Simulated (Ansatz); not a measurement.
The molecule GaF+, multiplicity 2 (lowest of 2S+1 = 2, 4 at CCSD(T)/def2-TZVPP on PBE0 minima; our sources give no spin for the ground state, which may be another). No spin–orbit coupling. Ga is treated without relativity.

Seven points along R, fitted to fifth degree in 1/R; most abundant isotopes. In def2 and cc sets the state is the lowest found near the PBE0 minimum, followed along R.

Correlated levels freeze the inner cores; with def2 sets outer-core shells near the valence are correlated too.

Programs: Ansatz (Gaussian orbitals). Each number belongs to the level named beside it.

Energies at CCSD(T)/def2-QZVPP:

```
R (Å)        E (hartree)
--------  --------------
1.586620  -2023.16751810
1.629271  -2023.17271037
1.668510  -2023.17477735
1.712867  -2023.17467486
1.757224  -2023.17258746
1.808405  -2023.16837801
1.868117  -2023.16180689
```

Q: With a reduced mass of 14.8933 u, find the minimum, the force constant and the constants.

A: A fifth-degree polynomial in 1/R puts the minimum at r_e = 1.6882 Å with force constant 512 N/m. Then ω_e = (1/2πc)√(k/μ) = 764 cm⁻¹ and B_e = h/(8π²cμr_e²) = 0.3972 cm⁻¹; the cubic and quartic terms give α_e = 0.0031 and ω_e x_e = 5.0 cm⁻¹.

Ansatz is a quantum-chemistry and plane-wave program.
